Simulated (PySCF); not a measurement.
**Two-component Hartree-Fock for Ho⁴⁴⁺ (holmium, charge +44)**

Start: [Ar] 3d5; 3d3/2 filled at m_j = -3/2, -1/2, +1/2, +3/2; 3d5/2 filled at m_j = +5/2. Calculated with PySCF 2.14 in an even-tempered Gaussian basis (16 s from 10 bohr⁻², ratio 2.8; 12 p from 13 bohr⁻², ratio 2.8; 8 d from 13 bohr⁻², ratio 2.8; 3 f from 45 bohr⁻², ratio 3): generalised Hartree-Fock with the X2C-1e Hamiltonian and a Gaussian nucleus; one run each with spin-orbit coupling (SO) switched off, then screened by Boettger's factors.

```tsv
spinor shell	electrons	ε, spin-free (eV)	ε, screened SO (eV)	weight of nominal j (screened SO)	rms radius, screened SO (bohr)
1s1/2	2	-58385.8	-58370.5	1.000	0.0236
2s1/2	2	-11893.5	-11887.2	1.000	0.0947
2p1/2	2	-10819.7	-11439.2	1.000	0.0809
3s1/2	2	-4317.4	-4315.5	1.000	0.235
3p1/2	2	-3978.0	-4137.2	0.998	0.225
3p3/2	4	-3978.0	-3908.2	0.999	0.238
3d3/2	4	-3632.9	-3644.7	0.980	0.206
3d5/2	1	-3632.9	-3598.5	1.000	0.209
```

Problem. Where does 2p3/2 lie, and what is the 2p spin-orbit splitting (screened SO)?

Solution. At -10553.0 eV, 886.20 eV above 2p1/2.

```
   quantity     spin-free   screened SO
E (hartree)  -11061.54081  -11073.07334
        M_J           5/2           5/2
       ⟨J²⟩         8.750         8.753
       ⟨L²⟩         0.000         5.238
       ⟨S²⟩         8.750         3.245
```

Each row is a mean over spinors that exchange with the open shell spreads, by up to 32.011 eV (3p3/2).

Breit and QED terms are absent; they matter most for the inner s and p1/2 levels.

Densities and radii are taken from the X2C orbitals without a picture-change correction, which distorts them close to the nucleus.

Without spin-orbit coupling the j labels of p, d and f shells carry no meaning; the spin-free column gives the mean over the occupied spinors of each nl shell.
